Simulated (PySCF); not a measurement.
HZn, charge +1, multiplicity 1. Atoms are numbered in the order given.

```xyz
2

Zn     0.0000     0.0000    -0.0495
H      0.0000     0.0000     1.4841
```
Charge +1, spin multiplicity 1.

Geometry: PBE0-D3(BJ)/def2-TZVPD. The multiplicity is an assumed one; other spin states were not compared.

Calculation: PBE0-D3(BJ)/def2-TZVPD in PySCF.

Frequencies are harmonic and unscaled.

Computed vibrational spectrum:
```tsv
mode	ν (cm⁻¹)	IR (km/mol)	moving atoms (share of kinetic energy)
1	1907	90.9	H 98 %
```
